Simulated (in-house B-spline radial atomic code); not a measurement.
RPA and G0W0 on CAM-B3LYP: Ba

Configuration [Xe] 6s2, mean-field start CAM-B3LYP. Computed with a B-spline radial code for spherical atoms: all electrons, scalar-relativistic (spin-free one-electron X2C), finite nucleus, each spin shell either full or empty, empty states to l = 9 with an (l + 1/2)⁻⁴ tail; G0W0 by contour deformation at full frequency.

Command:
```bash
python run_gw.py task.json out
```
Settings (radii: box in bohr, nucleus in fm):
```
Z                        56
electrons                56
configuration            [Xe] 6s2
hamiltonian              x2c
method                   camb3lyp
lmax                     9
rms_radius               4.8378
spin_polarised           False
box_radius               40
intervals                72
ion_configuration        [Xe] 6s1
```

Time taken, with all properties: 19 s on 1 thread of Arm Neoverse N1, with other jobs on the host.

Energies (hartree):

```
                                     term        value
                         mean-field total  -8135.25167
Hartree-Fock functional on these orbitals  -8131.64928
                      direct second order      -4.8867
                    second-order exchange       1.3245
                         SOSEX correction       1.2355
```

What is the RPA correlation energy, and what remains with SOSEX?

RPA gives -4.2893 hartree (-2.08 eV per electron); RPA + SOSEX gives -3.0538, and the second-order doubles -3.5621 hartree (no singles). SOSEX takes back 29 % of the RPA value.

Quasi-particle levels (eV):

```json
{"level": "6s", "occupied": "yes", "mean field": "-4.387", "Σx - vxc": "0.12", "Σc": "?", "QP weight": "?", "G0W0": "?"}
```

G0W0 = mean field + (Σx - vxc) + Σc, with Σc (partial-wave tail included) taken at the quasi-particle energy. Only the outer levels were computed. Levels of low weight are left out.

Where does G0W0 put 6s?

At -5.327 eV, with Σc = -1.06 eV and a quasi-particle weight of 0.910. The tabulated removal energy is 5.212 eV (NIST, measured); the calculation leaves out spin-orbit coupling, Breit and QED terms, and what these don't explain is the method's own error.

What does it cost to remove one electron (to [Xe] 6s1) by differences of total energies, each species on its own start (correlation terms add to the Hartree-Fock functional)?

CAM-B3LYP 5.157 eV, Hartree-Fock functional 4.247 eV, + RPA 5.253 eV, + RPA + SOSEX 5.021 eV, + second order 5.488 eV. Tabulated: 5.212 eV (NIST, measured); the calculation leaves out spin-orbit coupling, Breit and QED terms, and what these don't explain is the method's own error.
